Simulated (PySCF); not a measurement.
**Excitation energy of V⁺ by level of theory**

V⁺ [Ar] 3d4 (5D) → V⁺ [Ar] 3d3 4s1 (5F), as a difference of total energies. All numbers are calculated (PySCF 2.14, scalar relativity by spin-free X2C-1e, in x2c-QZVPPall). Correlated levels: valence: [Ar] frozen; valence and next inner shell: [Ne] frozen. The calculations carry no spin-orbit coupling.

```
                                method  excitation energy (eV)  error (eV)
                                   UHF                  -0.455      -0.792
                                   LDA                   0.703      +0.366
                                   PBE                   0.513      +0.176
                                  PBE0                   0.420      +0.083
                                  TPSS                   0.418      +0.081
                               wB97X-V                   0.500      +0.163
                                 HSE06                   0.368      +0.031
                         MP2 (valence)                   0.046      -0.291
                     SCS-MP2 (valence)                  -0.288      -0.625
    MP2 (valence and next inner shell)                   0.428      +0.091
SCS-MP2 (valence and next inner shell)                   0.073      -0.264
```

Reference: 0.337 eV (measured; NIST levels, between the centres of gravity of the two terms).

Errors of the correlated levels include the incompleteness of this basis and the frozen core.

The basis was made for the ground configuration and has no added diffuse functions, so the excitation energy can come out too high.
